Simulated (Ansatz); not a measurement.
`[CH3][Ga]1[O]C[O]1` + SiH₄ → `[SiH3][Ga]1[O]C[O]1` + CH₄  (formal exchange of groups at a Ga–C bond)

Isolated molecules relaxed with PBE0-D4/def2-TZVP in Ansatz; ΔE leaves out vibrations. CCSD(T)/CBS adds triple-zeta CCSD(T) − MP2 to the extrapolated MP2 energy (def2 sets, frozen cores). This one scheme is used for every species. DFT in def2-TZVPP. B3LYP here is the variant with VWN-RPA as its local correlation; programs differ in this. HSE06 is defined as in plane-wave codes. For Ga outer-core shells are correlated without core-valence functions, which leaves a few kJ/mol of doubt a bond. Scalar relativity is left out up to krypton.

| level | ΔE (kcal/mol) | difference from CCSD(T)/CBS |
| --- | --- | --- |
| r2SCAN-D4 | -9.5 | -1.8 |
| B3LYP-D4 | -9.1 | -1.4 |
| HSE06-D4 | -9.6 | -1.9 |
| B2PLYP | -7.8 | -0.1 |
| r2SCAN | -9.4 | -1.7 |
| PBE0 | -9.4 | -1.7 |
| B3LYP | -8.8 | -1.1 |
| r2SCANh | -9.1 | -1.4 |
| HSE06 | -9.4 | -1.7 |
| LC-ωPBE | -7.5 | 0.2 |
| HF/def2-SVP | -6.7 | 1.0 |
| CCSD/def2-SVP | -7.5 | 0.2 |
| CCSD(T)/def2-SVP | -7.7 | 0.0 |
| CCSD/def2-TZVPP | -6.9 | 0.8 |
| SCS-MP2/def2-QZVPP | -6.2 | 1.5 |
| MP2/CBS(def2) | -6.6 | 1.1 |
| CCSD(T)/CBS | -7.7 | 0 |

Largest T1 diagnostic among the species: 0.018.

From BLYP to BHLYP (50 % exact exchange), in def2-TZVPP and without D4, ΔE moves by +1.9 kcal/mol. Leaving LDA and LC-ωPBE aside and taking each functional with its dispersion term where it has one, the values, not all of them listed here, spread over 3.2 kcal/mol, from PBE-D4 to ωB97M-V. LDA lies +1.0 kcal/mol from PBE without D4.

CCSD(T)/CBS has its own doubt, a few kJ/mol and more with outer-core shells, so smaller differences from it don't rank the levels.
